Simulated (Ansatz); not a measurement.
TaNO3H4⁻, that is Ta(NH)(OH)3 with one electron more: single points at one geometry.

```yaml
crystal:
  periodic: [false, false, false]
  atoms:
    - {symbol: Ta, position_ang: [-0.001159, 0.000184, -0.233885]}
    - {symbol: N, position_ang: [0.023596, 0.002680, 1.536388]}
    - {symbol: H, position_ang: [0.037354, 0.004440, 2.547617]}
    - {symbol: O, position_ang: [1.745575, 0.423608, -0.888971]}
    - {symbol: H, position_ang: [2.584992, 0.624752, -0.469944]}
    - {symbol: O, position_ang: [-1.257808, 1.307483, -0.843705]}
    - {symbol: H, position_ang: [-1.844774, 1.921172, -0.396793]}
    - {symbol: O, position_ang: [-0.522798, -1.734868, -0.848182]}
    - {symbol: H, position_ang: [-0.764989, -2.549462, -0.402525]}
basis:
  gaussian: {orbitals: def2-TZVPD, initial_orbitals: start.molden}
total_charge: -1
magnetization: {spin_polarized: true, initial_magnetization: 1}
hamiltonian: {xc: pbe, dispersion: d4}
scf: {omitted_lower_state_checks: [starts]}
output: {orbitals: {seedname: orbitals}}
```

The file start.molden holds the orbitals of an earlier run on this structure, at another level or in another basis.

```sh
$ ansatz run in.yaml --threads 4 --pin off --events-out ev --progress --plain --max-ram 3916MiB
```

Shortened log:

```
Functional definition: PBE
1301 factors; their error is unknown
mean field evaluation 1: about -9249.4911 eV, gradient 7.6e0 eV
mean field evaluation 2: about -9249.6653 eV, gradient 2.2e-1 eV
mean field evaluation 4: about -9249.6489 eV, gradient 1.0e-2 eV
mean field evaluation 8: about -9249.6488 eV, gradient 2.1e-5 eV
mean field -9249.64882729 eV, -339.9183247658 hartree, gradient 2.5e-5 eV, S^2 0.750307; 0 other end points of the search recorded, 0 dependent functions left out
reference -9249.64887953 eV, -339.9183266855 hartree; 25, 24 occupied and 211, 212 virtual orbitals, 1301 factors
Total energy: -9249.85589266 eV, -339.9259342778 hartree
Checks for a lower state left out: starts
```

Run time 6.5 s (4 threads of Arm Neoverse V2 on a shared host).

First input, but with `hamiltonian: {xc: pbe0, dispersion: d4}` (abridged; 10 s):

```
Functional definition: PBE0
mean field -9247.88042044 eV, -339.8533370128 hartree, gradient 1.5e-5 eV, S^2 0.750328
Total energy: -9248.05729687 eV, -339.8598371017 hartree
Checks for a lower state left out: starts
```

The first input with `hamiltonian: {xc: r2scan, dispersion: d4}` (abridged; 26 s):

```
Functional definition: r2SCAN
mean field -9253.74719702 eV, -340.0689370752 hartree, gradient 2.6e-5 eV, S^2 0.750589
Total energy: -9253.79836317 eV, -340.0708173966 hartree
Checks for a lower state left out: starts
```

Geometry: PBE0-D4/def2-SVP, that of the neutral singlet.

In the def2 sets Ta takes a core potential; there is no spin–orbit coupling. At PBE-D4/def2-TZVPD, PBE0-D4/def2-TZVPD, r2SCAN-D4/def2-TZVPD the highest occupied level of the charge -1 doublet lies above zero (up to 1.89 eV). By energy differences it is unbound by 0.42 eV (vertical, against the charge 0 singlet, at PBE-D4/def2-TZVPD) and held by the finite basis.
